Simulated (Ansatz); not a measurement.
`O=C=N[SiH3]`, charge 0, multiplicity 1.

(1) Give a relaxed structure at PBE0-D4/def2-TZVP (Ansatz 0.2.0). (Estimate.)

Results:

(1) Computed: 
```xyz
7

O    -1.373    1.343   -2.342
C    -0.846    0.826   -1.441
N    -0.307    0.298   -0.520
Si    0.468   -0.457    0.798
H     0.501    0.486    1.940
H     1.848   -0.821    0.399
H    -0.292   -1.675    1.167
```
Point group C3v.
